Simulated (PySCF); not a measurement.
NMR data simulated for an unnamed compound:

1H NMR (500 MHz, computed): δ 8.96 (s, 1H), 2.81 (s, 3H), 2.26 (s, 3H).

13C{1H} NMR (computed): δ 162.2 (C), 153.3 (CH), 132.7 (C), 22.8 (CH3), 17.6 (CH3).

[PySCF 2.14: GFN2-xTB structure; σ from GIAO-PBE0/pcSseg-1; relativity neglected; no solvent model; one computed conformer; one averaged value for each set of equivalent atoms]

Referencing at the same level of theory: 1H (σref 31.72) and 13C (σref 186.93) vs TMS.

Which of these does the molecule contain: an ester, a heteroaromatic ring, a CH3CH2 unit, an N-methyl group?

Answers


- An ester: no.
- A heteroaromatic ring: yes.
- A CH3CH2 unit: no.
- An N-methyl group: no.

The data belong to `n1cc(C)c(C)nn1`, C5H7N3; they needn't prove each group on their own.

Carbon signals by region: 1 in the far downfield region (above 160 ppm), 2 in the sp2 and nitrile region (100–160 ppm), 2 below 50 ppm. Above 160 ppm: 162.2, substituted aromatic carbon next to a ring nitrogen.

Shifts are as computed. Against solution values, carbons near 30 ppm lie about +3 ppm off and those near 130 ppm about +5 ppm. Of 1211 compounds with measured shifts, 218 miss one by over three times the rms of a fit or turn the order of signals round; such compounds aren't used in these exercises. No couplings were computed; multiplicities are counted from neighbouring protons, with m where these are inequivalent, close in shift, in a saturated or five-membered ring or joined by F or P, and br s for small geminal =CH2 splittings.
